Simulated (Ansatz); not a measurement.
Mulliken charges of CH3ClS2W (`[CH3][W](=[S])(=[S])[Cl]`) from r2SCAN/def2-TZVPP in Ansatz (PBE0-D4/def2-TZVP geometry).

| atom | x (Å) | y (Å) | z (Å) | charge (e) |
| --- | --- | --- | --- | --- |
| C1 | -0.909 | -0.200 | 0.648 | -0.385 |
| W2 | 0.765 | 0.174 | -0.545 | 0.687 |
| S3 | 2.336 | -0.857 | 0.421 | -0.202 |
| S4 | 0.312 | -0.759 | -2.386 | -0.202 |
| Cl5 | 1.112 | 2.390 | -0.719 | -0.213 |
| H6 | -0.723 | 0.232 | 1.637 | 0.101 |
| H7 | -1.120 | -1.265 | 0.762 | 0.115 |
| H8 | -1.773 | 0.285 | 0.182 | 0.101 |

Q: By hand: the dipole of these point charges (1 e Å = 4.8032 D).

A: Σ q r = (-0.277, -0.079, 0.198) e Å, of length 0.350 e Å = 1.68 D.

Q: How does the dipole of the full density compare? (Estimate.)

A: Computed: (-0.356, 0.127, 0.261) e Å, 2.21 D; the point charges give 0.76 times that, at 29° from its direction.

Point charges leave out the atoms' own dipoles, such as those of lone pairs, and Mulliken's split depends on the basis, so the two needn't agree.
